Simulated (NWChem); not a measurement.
Species: GeSiNH$_{6}$F; SMILES F[SiH2][NH][GeH3]

```xyz
10

Si    -0.4628    -1.6988    -0.2281
F      0.9029    -2.5073     0.1448
N     -0.5657    -0.1676     0.5352
Ge     0.1344     1.4417    -0.0395
H     -1.5836    -2.5584     0.2387
H     -0.4395    -1.4996    -1.7003
H     -0.9135    -0.1616     1.4904
H      1.3752     1.8332     0.7870
H     -0.9398     2.5356     0.1073
H      0.5131     1.2383    -1.5138
```
Atoms are numbered in this order, from 1.

Coordinates come from a PBE0/def2-SVP optimisation. B3LYP is NWChem's, with the RPA form of VWN correlation.

Q: List the 4 lowest vertical singlet excitations from B3LYP/6-31G* (spherical d), TDA (NWChem).

A: 
| state | energy (eV) | oscillator strength | leading excitation (squared amplitude) |
|---|---|---|---|
| S1 | 6.38 | 0.019 | HOMO → LUMO (0.99) |
| S2 | 7.85 | 0.007 | HOMO → LUMO+2 (0.94) |
| S3 | 7.94 | 0.094 | HOMO → LUMO+1 (0.76) |
| S4 | 8.17 | 0.066 | HOMO → LUMO+3 (0.59) |
